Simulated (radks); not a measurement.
Results of a calculation; reference values are marked as such.
Q: Ionisation of Ge, [Ar] 3d10 4s2 4p2, to Ge+, [Ar] 3d10 4s2 4p1, under several functionals. Scalar-relativistic Kohn-Sham, spin-polarised, spherical densities, point nucleus; open shells are filled with parallel spins first; a radial shooting solver on a logarithmic mesh with Libxc functionals. Known Delta-SCF values: PBE 7.944 eV; LDA (Slater exchange, Perdew-Wang correlation) 8.033 eV; PW91 7.997 eV. What does BLYP give, and what is its highest occupied eigenvalue?

A: 7.731 eV by Delta-SCF; the 4p eigenvalue is -4.157 eV. NIST: 7.899 eV (measured).
